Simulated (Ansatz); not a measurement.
`C#CS[SiH3]` from Hartree–Fock to CCSD(T)

```xyz
8

C    -0.428   -1.178   -1.971
C    -0.123   -1.195   -0.806
S     0.306   -1.263    0.819
Si    0.241    0.863    1.166
H    -0.697   -1.165   -3.000
H     1.224    1.545    0.292
H    -1.125    1.373    0.904
H     0.602    1.021    2.596
```

The species carries charge 0 and has multiplicity 1. All single points use the PBE0-D4/def2-TZVP geometry. Frozen core, restricted reference, the Gaussian-basis code of Ansatz. CBS rows extrapolate triple and quadruple zeta; past MP2 they add the triple-zeta difference.

| basis | HF (Eh) | MP2 corr. |
| --- | --- | --- |
| def2-SVP | -764.19279 | -0.48035 |
| def2-TZVPP | -764.52597 | -0.60188 |
| def2-QZVPP | -764.54927 | -0.64628 |

Question: Estimate the CCSD correlation energy and the (T) correction in each basis where they were run (hartree).

Answer: 
```
     basis  CCSD corr.       (T)
  def2-SVP    -0.52368  -0.02003
def2-TZVPP    -0.64095  -0.03223
 CBS(def2)    -0.71822     as TZ
```
